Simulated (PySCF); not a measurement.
## Working out the ionisation energy of Yb⁺

Yb⁺ [Xe] 4f14 6s1 (2S) → Yb²⁺ [Xe] 4f14 (1S). All numbers are calculated (PySCF 2.14, the spin-free X2C one-electron Hamiltonian (Gaussian nucleus), in cc-pVDZ-X2C (8s7p5d3f1g, 84 functions)). Frozen: [Ar] 3d10. Energies in hartree (1 hartree = 27.21139 eV):

```tsv
part	Yb⁺ (lower)	Yb²⁺ (upper)
UHF	-14054.261006	-14053.846953
MP2 opposite-spin	-0.878349	-0.862037
MP2 same-spin	-0.574134	-0.560735
```

Problem. What does Hartree-Fock give?

Solution. (-14053.846953) − (-14054.261006) = 0.414053 hartree = 11.267 eV.

Problem. What do MP2 and SCS-MP2 (6/5 opposite-spin, 1/3 same-spin) give?

Solution. The opposite-spin parts differ by 0.444 eV and the same-spin parts by 0.365 eV. MP2: 11.267 + (0.444) + (0.365) = 12.076 eV. SCS-MP2: 11.267 + 1.2 × (0.444) + (0.365)/3 = 11.921 eV.

Measured between the centres of the two terms (NIST): 12.179 eV, so MP2 (valence and next inner shell) is off by -0.103 eV.

A double-zeta basis recovers only part of the correlation energy.

What remains against the reference includes basis incompleteness, the frozen core and correlation beyond second order.
